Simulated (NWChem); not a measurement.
N-methylmethanimine (C₂H₅N); SMILES C=NC

Results from NWChem. Pople sets run with spherical d functions. Geometry: optimised at PBE0/def2-SVP.

Q: Order these by “highest occupied level (eV)”, lowest first: B3LYP/6-31G*; B3LYP/6-311++G**; B3LYP/3-21G; B3LYP/STO-3G.

A: B3LYP/6-311++G** (-7.16), B3LYP/6-31G* (-6.81), B3LYP/3-21G (-6.42), B3LYP/STO-3G (-4.55)
